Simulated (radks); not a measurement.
Problem. Hg4+, configuration [Xe] 4f14 5d7.75 6p0.25 (fractional occupations, a model configuration). All-electron calculation, scalar-relativistic Kohn-Sham, r2SCAN, spin-polarised, spherical densities, finite nucleus; open shells are filled with parallel spins first (spin-orbit coupling, left out, can overturn this in heavy ions); meta-GGA in the generalised Kohn-Sham scheme; Fermi nuclear charge, rms radius 5.4648 fm. Program: a radial shooting solver on a logarithmic mesh with Libxc functionals. Some entries of the table are withheld. Estimate them.

| orbital | occ. | eigenvalue (eV) | <1/r> (bohr^-1) |
|---|---|---|---|
| 1s up | 1 | -83292.97 | 97.53 |
| 1s down | 1 | -83292.97 | 97.53 |
| 2s up | 1 | -14835.41 | 22.90 |
| 2s down | 1 | -14835.09 | 22.90 |
| 2p up | 3 | -12800.18 | 20.28 |
| 2p down | 3 | -12799.92 | 20.28 |
| 3s up | 1 | -3572.167 | 8.501 |
| 3s down | 1 | -3572.116 | 8.501 |
| 3p up | 3 | -2981.556 | 7.729 |
| 3p down | 3 | -2981.477 | 7.729 |
| 3d up | 5 | -2358.310 | 7.258 |
| 3d down | 5 | -2358.108 | 7.258 |
| 4s up | 1 | -833.3937 | 3.640 |
| 4s down | 1 | -833.1268 | 3.639 |
| 4p up | 3 | -638.8878 | 3.286 |
| 4p down | 3 | -638.6585 | 3.285 |
| 4d up | 5 | -406.7601 | 2.947 |
| 4d down | 5 | -406.4842 | 2.947 |
| 5s up | 1 | -173.3921 | 1.502 |
| 5s down | 1 | -171.6831 | 1.508 |
| 4f up | 7 | -149.9075 | 2.534 |
| 4f down | 7 | -149.5239 | 2.537 |
| 5p up | 3 | (1) | 1.289 |
| 5p down | 3 | (2) | 1.296 |
| 5d up | 5 | -59.7959 | 0.9788 |
| 5d down | 2.75 | -57.4490 | 0.9799 |
| 6p up | 0.25 | (3) | 0.5081 |
| 6p down | 0 | (4) | 0.4984 |

Solution. 
(1) 5p up eigenvalue (eV): -120.7094
(2) 5p down eigenvalue (eV): -118.6351
(3) 6p up eigenvalue (eV): -34.3904
(4) 6p down eigenvalue (eV): -33.0174
